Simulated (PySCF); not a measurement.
**Excitation energy of Mn by level of theory**

Mn [Ar] 3d5 4s2 (6S) → Mn [Ar] 3d4 4s2 5s1 (6D), as a difference of total energies. All numbers are calculated (PySCF 2.14, the spin-free X2C one-electron Hamiltonian (Gaussian nucleus), in aug-cc-pwCVTZ-DK with one added diffuse shell each of s, p, d, f, g type (11s10p8d5f4g, 152 functions)). The calculations carry no spin-orbit coupling.

```csv
method,excitation energy (eV)
LDA,12.132
PBE,11.758
PBE0,11.615
r2SCAN,11.939
```

The upper state lies above the first ionisation limit, where it may autoionise and the basis confines it. A Rydberg-like electron needs more diffuse functions than a valence basis has.

The promoted electron is Rydberg-like, and one or two diffuse shells describe it only roughly, which tends to raise the upper state.
